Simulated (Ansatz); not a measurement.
Reaction (homolysis of the Al–Br bond): `[NH2][Al]([Br])[Br]` → `[NH2][Al][Br]`• + Br•

Isolated molecules relaxed with PBE0-D4/def2-TZVP in Ansatz; ΔE leaves out vibrations. CCSD(T)/CBS is the MP2 limit (def2-TZVPP, def2-QZVPP) plus CCSD(T) − MP2 in def2-TZVPP, frozen cores. DFT in def2-TZVPP. B3LYP here is the variant with VWN-RPA as its local correlation; programs differ in this. Open shells (•) are unrestricted, without spin–orbit coupling. Spin–orbit coupling would lower the free atoms: clearly for Br. For Br outer-core shells are correlated without core-valence functions, so the limit isn't a true one: a few kJ/mol of doubt a bond, and 10 to 20 or more in all where bonds break to atoms. Scalar relativity is left out up to krypton. Each species was taken in one conformer, which may not be the lowest.

```
             level  ΔE (eV)  difference from CCSD(T)/CBS
            B97M-V     4.60                        -0.14
           PBE0-D4     4.50                        -0.24
          B3LYP-D4     4.42                        -0.32
      CAM-B3LYP-D4     4.46                        -0.28
           ωB97X-V     4.63                        -0.11
          PBE-QIDH     4.60                        -0.14
               PBE     4.41                        -0.33
            revPBE     4.21                        -0.53
            r2SCAN     4.53                        -0.21
           r2SCAN0     4.49                        -0.25
             BHLYP     4.34                        -0.40
         CAM-B3LYP     4.40                        -0.34
       HF/def2-SVP     3.57                        -1.17
SCS-MP2/def2-TZVPP     4.60                        -0.14
SCS-MP2/def2-QZVPP     4.71                        -0.03
      HF/CBS(def2)     3.51                        -1.23
       CCSD(T)/CBS     4.74                            0
```

Largest T1 diagnostic among the species: 0.011.

From r2SCAN to r2SCAN0 (25 % exact exchange), in def2-TZVPP and without D4, ΔE moves by −0.04 eV: exact exchange takes away binding that semilocal exchange gives to molecules. Leaving LDA and LC-ωPBE aside and taking each functional with its dispersion term where it has one, the values, not all of them listed here, spread over 0.30 eV, from revPBE-D4 to ωB97M-V. LDA lies +0.58 eV from PBE without D4, its usual overbinding.

CCSD(T)/CBS has its own doubt, a few kJ/mol and more with outer-core shells, so smaller differences from it don't rank the levels.
